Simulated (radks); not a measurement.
Values are calculated unless marked as measured or tabulated.
Isoelectronic series with 41 electrons, all held in the configuration [Kr] 4d4 5s1, which need not be the ground one along the series. Level of theory: scalar-relativistic Kohn-Sham, LDA (Slater exchange, Perdew-Wang correlation), spin-unpolarised, spherical densities, point nucleus (a radial shooting solver on a logarithmic mesh with Libxc functionals). Total energies (hartree) and orbital eigenvalues (hartree):

| ion | E (hartree) | 4d | 5s |
|---|---|---|---|
| Nb | -3815.54603 | -0.11788 | -0.15416 |
| Mo+ | -4044.11577 | -0.47676 | -0.41461 |
| Tc2+ | -4280.21570 | -0.95123 | -0.74686 |
| Ru3+ | -4523.84165 | -1.52012 | -1.13934 |
| Rh4+ | -4775.00564 | -2.17327 | -1.58657 |
| Pd5+ | -5033.72839 | -2.90496 | -2.08544 |
| Ag6+ | -5300.03610 | -3.71161 | -2.63399 |
| Cd7+ | -5573.95896 | -4.59079 | -3.23091 |
| In8+ | -5855.53038 | -5.54079 | -3.87527 |

4d drops below 5s between Nb and Mo+.
